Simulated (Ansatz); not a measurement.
`C[S][SnH3]` and `C[S][GaH2]` differ in one atom or group.

Ansatz, PBE0-D4/def2-TZVP geometries, multiplicity 1. 

Elements past krypton have def2 core potentials. Scalar relativity is left out up to krypton.

```tsv
property	`C[S][SnH3]`
size of the dipole moment (B3LYP/def2-TZVPP) / D	1.41
HOMO–LUMO gap (PBE/def2-TZVPP) / eV	4.27
LUMO energy (B3LYP/def2-TZVPP) / eV	-0.69
LUMO energy (PBE/def2-TZVPP) / eV	-1.25
HOMO–LUMO gap (PBE0/def2-TZVPP) / eV	6.29
size of the dipole moment (PBE/def2-TZVPP) / D	1.39
```

(1) Give the same properties after the change, and the shifts. (An estimate is asked.)

## Answers

(1) The calculation gave: 
| property | `C[S][GaH2]` | shift |
| --- | --- | --- |
| size of the dipole moment (B3LYP/def2-TZVPP) / D | 1.38 | -0.03 |
| HOMO–LUMO gap (PBE/def2-TZVPP) / eV | 3.90 | -0.37 |
| LUMO energy (B3LYP/def2-TZVPP) / eV | -1.61 | -0.92 |
| LUMO energy (PBE/def2-TZVPP) / eV | -2.12 | -0.87 |
| HOMO–LUMO gap (PBE0/def2-TZVPP) / eV | 5.76 | -0.53 |
| size of the dipole moment (PBE/def2-TZVPP) / D | 1.37 | -0.02 |

With PBE0 the HOMO falls by 0.40 eV and the LUMO falls by 0.93 eV, so the gap narrows by about 0.53 eV. PBE moves the HOMO by -0.49 eV and ωB97M-V by -0.37 eV. Dipoles are sizes alone; their direction can turn.

B3LYP here is the variant with VWN-RPA as its local correlation; programs differ in this.
